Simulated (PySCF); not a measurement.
Spectrum to structure. Computed with PySCF 2.14.0, density-fitted response routines, TDDFT B3LYP/def2-SVPD, vertical, gas phase, core orbitals frozen in the response. Geometries: PBE0-D3(BJ)/def2-SVP, one conformer each.

| state | E (eV) | f | main configurations (H = HOMO, L = LUMO) |
| --- | --- | --- | --- |
| S1 | 4.30 | 0.017 | H→L (99%) |
| S2 | 4.65 | 0.0001 | H→L+1 (99%) |
| S3 | 5.24 | 0.0027 | H→L+2 (98%) |
| S4 | 5.91 | 0.607 | H→L+3 (96%) |
| S5 | 6.04 | 0.0001 | H-1→L (96%) |
| S6 | 6.10 | 0.0046 | H→L+4 (96%) |
| S7 | 6.38 | 0.016 | H→L+5 (74%), H→L+6 (24%) |
| S8 | 6.50 | 0.0074 | H→L+6 (73%), H→L+5 (24%) |
| S9 | 6.92 | 0.0003 | H→L+7 (58%), H→L+8 (29%), H→L+9 (11%) |
| S10 | 6.97 | 0.026 | H-1→L+1 (98%) |

Triplets computed (Tamm–Dancoff): 3.44, 4.18, 4.62, 5.21 eV.

**Question.** Which candidate is it? All have the formula C5H7BO2.
A. `C#C/C(C)=C\B(O)O`
B. `OB(O)C1=CCC=C1`
C. `C#C/C(C)=C/B(O)O`
D. `CC1=CC/1=C\B(O)O`
E. `C/C=C/C#CB(O)O`

**Answer.** D. Its S1, at 4.30 eV, is the lowest among the candidates; the nearest of the others has S1 at 4.65 eV. S1 is HOMO→LUMO (99%). Löwdin shares by element: HOMO carbon 80% or more (atoms not listed hold the other 20%); LUMO carbon 78% or more, hydrogen 8% or more. At the same level the other candidates give, for their lowest levels:
- `C/C=C/C#CB(O)O`: 4.66 eV (f 0.077); 4.96 eV (f 0.338); 5.32 eV (f 0.001); 5.72 eV (f 0.044); 6.12 eV (f 0.004); T1 3.16 eV; HOMO -6.51, LUMO -1.29 eV
- `C#C/C(C)=C/B(O)O`: 4.86 eV (f 0.000); 5.06 eV (f 0.421); 5.88 eV (f 0.000); 6.26 eV (f 0.000); 6.48 eV (f 0.011); T1 3.13 eV; HOMO -6.87, LUMO -1.66 eV
- `C#C/C(C)=C\B(O)O`: 4.69 eV (f 0.000); 5.05 eV (f 0.314); 5.88 eV (f 0.000); 6.28 eV (f 0.000); 6.44 eV (f 0.000); T1 3.16 eV; HOMO -6.82, LUMO -1.57 eV
- `OB(O)C1=CCC=C1`: 4.65 eV (f 0.040); 4.82 eV (f 0.000); 5.94 eV (f 0.000); 5.97 eV (f 0.025); 6.44 eV (f 0.006); T1 2.93 eV; HOMO -6.03, LUMO -0.98 eV

Shape of the structure used: `[CH3:1][C:2]1=[CH:3][C:4]/1=[CH:5]\[B:6]([OH:7])[OH:8]`: C4–C5–B6–O7 -179°, H–O7–B6–C5 180°, H–O8–B6–C5 180°.
